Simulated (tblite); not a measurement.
Input of a run (GFN2-xTB geometry optimisation, gas phase (tblite 0.8.0)), started from a force field or distance geometry:
```
{"job": {"kind": "relax", "xc": "GFN2-xTB", "basis": "xTB"}, "charge": 0, "multiplicity": 1}
C     -2.939900     0.441300     0.460100
O     -1.610300     0.177300     0.715200
Si    -0.800000     0.196900    -0.781900
C      0.913100    -0.409000    -0.734800
C      1.384800    -1.492800     0.194800
Si     1.876100     0.182700     0.777000
C      3.507500     0.862300     0.348500
N      4.548200     1.293300     0.063600
H     -3.100400     0.206600    -0.619900
H     -3.630900    -0.202100     1.032000
H     -3.158000     1.487200     0.713700
H     -0.783600     1.603800    -1.255700
H     -1.575400    -0.595900    -1.725100
H      1.454000    -0.390800    -1.707700
H      0.592500    -1.988100     0.796400
H      2.169000    -2.158600    -0.175500
H      1.146400     0.798000     1.889400
```

Output (eV, eV/Å):
```
step      E/eV     max force
  0    -639.57062    2.319
  1    -639.63516    6.089
  2    -639.72871    2.255
  3    -639.81664    1.022
  4    -639.85848    0.751
  5    -639.94837    1.468
  6    -639.99338    0.985
  7    -640.02113    0.416
  8    -640.04521    0.533
  9    -640.07608    0.934
 10    -640.10272    0.848
 11    -640.12554    0.366
 12    -640.14592    0.474
 13    -640.16846    0.881
 14    -640.18864    0.761
 15    -640.20083    0.294
 16    -640.20943    0.219
 17    -640.21889    0.523
 18    -640.22719    0.542
 19    -640.23275    0.261
 20    -640.23641    0.132
 21    -640.23954    0.312
 22    -640.24275    0.365
 23    -640.24550    0.216
 24    -640.24780    0.127
 25    -640.25034    0.257
 26    -640.25344    0.400
 27    -640.25668    0.360
 28    -640.25953    0.158
 29    -640.26208    0.151
 30    -640.26480    0.312
 31    -640.26781    0.359
 32    -640.27067    0.239
 33    -640.27322    0.113
 34    -640.27556    0.234
 35    -640.27790    0.284
 36    -640.28007    0.234
 37    -640.28186    0.110
 38    -640.28349    0.123
 39    -640.28518    0.226
 40    -640.28693    0.231
 41    -640.28838    0.135
 42    -640.28950    0.084
 43    -640.29055    0.158
 44    -640.29189    0.230
 45    -640.29355    0.218
 46    -640.29516    0.107
 47    -640.29652    0.094
 48    -640.29772    0.161
 49    -640.29885    0.160
 50    -640.29993    0.117
 51    -640.30093    0.074
 52    -640.30187    0.112
 53    -640.30295    0.202
 54    -640.30429    0.202
 55    -640.30569    0.223
 56    -640.30688    0.077
 57    -640.30772    0.072
 58    -640.30840    0.083
 59    -640.30906    0.090
 60    -640.31003    0.076
 61    -640.31091    0.081
 62    -640.31192    0.095
 63    -640.31279    0.073
 64    -640.31341    0.056
 65    -640.31374    0.049
 66    -640.31393    0.028
 67    -640.31406    0.025
 68    -640.31419    0.056
 69    -640.31434    0.041
 70    -640.31450    0.062
 71    -640.31467    0.041
 72    -640.31483    0.035
 73    -640.31496    0.030
 74    -640.31506    0.026
 75    -640.31517    0.036
 76    -640.31529    0.044
 77    -640.31543    0.045
 78    -640.31556    0.032
 79    -640.31568    0.032
 80    -640.31582    0.031
 81    -640.31600    0.053
 82    -640.31623    0.062
 83    -640.31648    0.049
 84    -640.31672    0.032
 85    -640.31694    0.039
 86    -640.31718    0.059
 87    -640.31745    0.059
 88    -640.31776    0.041
 89    -640.31809    0.048
 90    -640.31836    0.041
 91    -640.31856    0.093
 92    -640.31867    0.041
 93    -640.31888    0.045
 94    -640.31905    0.026
 95    -640.31920    0.028
 96    -640.31938    0.045
 97    -640.31967    0.060
 98    -640.31999    0.086
 99    -640.32048    0.065
100    -640.32110    0.042
101    -640.32148    0.057
102    -640.32180    0.046
103    -640.32206    0.053
104    -640.32239    0.045
105    -640.32290    0.099
106    -640.32318    0.057
107    -640.32355    0.041
108    -640.32388    0.049
109    -640.32425    0.052
110    -640.32475    0.078
111    -640.32527    0.064
112    -640.32557    0.033
113    -640.32562    0.103
114    -640.32597    0.028
115    -640.32614    0.029
116    -640.32648    0.044
117    -640.32659    0.039
118    -640.32674    0.034
119    -640.32690    0.031
120    -640.32708    0.037
121    -640.32720    0.055
122    -640.32727    0.043
123    -640.32732    0.027
124    -640.32737    0.019
125    -640.32743    0.022
126    -640.32751    0.031
127    -640.32762    0.039
128    -640.32776    0.034
129    -640.32792    0.027
130    -640.32806    0.029
131    -640.32815    0.037
132    -640.32827    0.037
133    -640.32837    0.021
134    -640.32862    0.032
135    -640.32875    0.039
136    -640.32899    0.034
137    -640.32912    0.021
138    -640.32920    0.021
139    -640.32922    0.037
140    -640.32928    0.016
141    -640.32932    0.013
142    -640.32938    0.017
143    -640.32947    0.022
144    -640.32956    0.021
145    -640.32964    0.020
146    -640.32968    0.017
147    -640.32970    0.015
148    -640.32972    0.010
149    -640.32973    0.008
```

Task: Summarise the run.

Result: The energy falls by 73.2 kJ/mol over 149 L-BFGS steps, the largest force on an atom goes from 2.32 to 0.008 eV/Å, and the atoms move by 0.559 Å rms after alignment. The bond that changes most is O2–Si3 (silyl ether oxygen to oxygen-bound silicon), which shortens by 0.075 Å. Bonds longer at the end by more than 0.005 Å: 7 of 17; shorter: 10. Among the angles that change most is C1–O2–Si3, from 107.1° to 127.2°. Among the dihedrals that turn most is H10–C1–O2–Si3, from 137° to -177°. The energy never rose by more than 1e-5 eV on the way. The first step brought 9 % of the lowering.

Task: What are the final bond lengths?

Result: C1–O2 1.393 Å, O2–Si3 1.628 Å, Si3–C4 1.874 Å, C4–C5 1.543 Å, C5–Si6 1.878 Å, Si6–C7 1.853 Å, C7≡N8 1.147 Å, C4–Si6 1.893 Å, C1–H9 1.093 Å, C1–H10 1.091 Å, C1–H11 1.092 Å, Si3–H12 1.467 Å, Si3–H13 1.469 Å, C4–H14 1.084 Å, C5–H15 1.081 Å, C5–H16 1.082 Å, Si6–H17 1.448 Å. Numbering counts from 1 in the input's order; the species is `CO[SiH2][C@@H]1C[Si@H]1C#N`.

Its GFN2-xTB frequencies are all real (lowest 33 cm⁻¹). The numbers are those of one conformer. 3 starts were optimised and ended at 0.00, 0.28 and 0.29 kcal/mol (GFN2-xTB); the lowest of these is shown.

All values are computed, not measured.
